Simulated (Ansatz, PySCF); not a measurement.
digallium oxide (Ga2O), SMILES [Ga][O][Ga] (connectivity only; charge and spin as stated), neutral, multiplicity 1. Atoms are numbered in the order given.

```xyz
3

Ga     0.0000     0.0000    -1.8006
O      0.0000     0.0000     0.0000
Ga     0.0000     0.0000     1.8006
```

The structure is a stationary point at PBE0-D3(BJ)/def2-TZVP.

Two levels are set side by side: PBE-D3(BJ)/def2-TZVP (Ansatz, a quantum-chemistry and plane-wave program) and PBE0-D3(BJ)/def2-TZVP (Ansatz). Each level has its own optimised geometry; the coordinates shown are those of the second. Frequencies come from the Hessian of PySCF at each geometry. Differences are taken from unrounded values.

| quantity | PBE0-D3(BJ) | PBE-D3(BJ) | PBE-D3(BJ) minus PBE0-D3(BJ) |
|---|---|---|---|
| mean bond length (Å) | 1.801 | 1.825 | 0.025 |
| bond Ga1–O2 (Å) | 1.801 | 1.825 | 0.025 |
| bond O2–Ga3 (Å) | 1.801 | 1.825 | 0.025 |
| highest harmonic wavenumber (cm⁻¹) | 848 | 797 | -51 |
| mean harmonic wavenumber (cm⁻¹) | 321 | 300 | -21 |
| zero-point energy (kcal/mol) | 1.84 | 1.72 | -0.12 |

Exact exchange shortens and stiffens bonds; PBE has none. Differences between two approximate levels are no errors against the true value.
